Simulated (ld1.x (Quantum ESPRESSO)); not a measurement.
rhenium: from the effect back to the setting (TM)

Base potential:

ld1.x (Quantum ESPRESSO) 7.5 input, shortened:

```
&input
   title='Re', zed=75., rel=2, dft='PBESOL', iswitch=3,
   config='[Xe] 4f14 5d5 6s1 6p0', rel_dist='average'
 /
 &inputp
   pseudotype=2, tm=.true., lloc=0,
   nlcc=.false.
 /
3
5P  2  1   6.00   0.00  1.55  1.55  0.0
5D  3  2   5.00   0.00  1.80  1.80  0.0
5S  1  0   2.00   0.00  1.40  1.40  0.0
 &test
   configts(1)='5s2 5p6 5d5 6s1 6p0'
 /
```

Open shells are filled in proportion to 2j + 1 (rel_dist='average').

Occupied shells without a wave of their own: 6s. They enter only through the test configuration that unscreens the potential.

Cutoffs, loose and tight: the cutoffs (Ry, on a coarse ladder) from which the occupation-weighted sum of valence levels, in a spherical-Bessel basis at the reference potential, stays within 10 and 1 mRy of its value at 400 Ry. They do not see the model core or the augmentation charge, which bear on the density cutoff. Test errors are all-electron minus pseudo excitation energies from the reference, over the configurations 5s2 5p6 5d5 6s2 6p0; 5s2 5p6 5d5 6s0 6p0; 5s2 5p6 5d4 6s0 6p0; 5s2 5p6 5d5.5 6s1.5 6p0; 5s2 5p6 5d5 6s0 6p1; 5s2 5p6 5d4 6s2 6p0; 5s2 5p6 5d3 6s0 6p0; variants that change the core or the reference have their own tests. The largest error is taken over the tests solved by every variant that gives reliable tests at all, those not shown here included: 5s2 5p6 5d3 6s0 6p0; 5s2 5p6 5d4 6s0 6p0; 5s2 5p6 5d5 6s0 6p0; 5s2 5p6 5d5 6s2 6p0.

Only the s radius is moved (3 further runs of the sweep failed or gave no value and are left out):

```csv
s radius (bohr),bound ghosts,largest test error (meV),median size of the test errors
0.9,not determined,-387,219.1 meV
1.24,not determined,-550,293.9 meV
1.62,none,-4309,2357.6 meV
1.72,none,-5740,3164.6 meV
```

Problem. One more run gave bound ghosts: not determined; largest test error (meV): -1814; median size of the test errors: 984.5 meV. Which value of the s radius was used?

Solution. 1.42 bohr. The median size of the test errors moves one way along this sweep, from 219.1 meV at 0.9 to 3164.6 meV at 1.72 bohr, which places the run between 1.24 and 1.62 bohr.
